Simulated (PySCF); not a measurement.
Computed IR spectrum (relative IR intensity) of a molecule C3H12OSi2. The structure is a stationary point at ωB97X-D3(BJ)/def2-SVP. The values are those of a single conformer. These are PySCF with ωB97X-D3(BJ)/def2-SVP values and carry that method's errors. Frequencies are harmonic and unscaled.

Lines under 2 % of the strongest are left out, and lines within 2 cm⁻¹ are merged.

ν (cm⁻¹): 87 (vw), 159 (w), 170 (vw), 221 (w), 264 (w), 281 (m), 500 (vw), 631 (vw), 743 (w), 770 (m), 857 (m), 896 (w), 912 (vs), 953 (m), 958 (vs), 965 (m), 970 (w), 974 (w), 1058 (m), 1099 (m), 1114 (s), 1174 (w), 1289 (w), 1296 (w), 1393 (w), 1419 (w), 1449 (vw), 2205 (m), 2238 (m), 2243 (s), 2253 (m), 2262 (m), 3028 (w), 3118 (w), 3893 (m) (against the strongest line: vs over 80 %, s over 45 %, m over 15 %, w over 4 %, vw less)

Problem. Which molecule gave these data?
(A) C[SiH2][C@H]([SiH3])CO
(B) CCO[SiH2][SiH2]C
(C) C[SiH2]COC[SiH3]
(D) CC[SiH2]C[SiH2]O

Solution. A, C[SiH2][C@H]([SiH3])CO
